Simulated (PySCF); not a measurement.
Positional isomers: propene boryl. Isolated molecules, 0 K electronic values unless said otherwise. One relaxed conformer stands for each flexible species; it need not be the lowest. Strings in code marks are SMILES.

The four lowest singlet excitations (Tamm–Dancoff). Method: PBE0-D4/def2-TZVP run with PySCF 2.14.0. Excitations are Tamm–Dancoff values on a coarser integration grid. The basis has no diffuse functions, so Rydberg states are missing or too high.

```json
[
 {"state": "S1", "energy (eV)": "5.28", "wavelength (nm)": "235", "oscillator strength": "0.001"},
 {"state": "S2", "energy (eV)": "5.40", "wavelength (nm)": "230", "oscillator strength": "0.000"},
 {"state": "S3", "energy (eV)": "5.73", "wavelength (nm)": "216", "oscillator strength": "0.248"},
 {"state": "S4", "energy (eV)": "6.88", "wavelength (nm)": "180", "oscillator strength": "0.001"}
]
```

Which member gives these states?
A) `BCC=C`
B) `B/C=C/C`
C) `B/C=C\C`
D) `BC(=C)C`

D, `BC(=C)C`
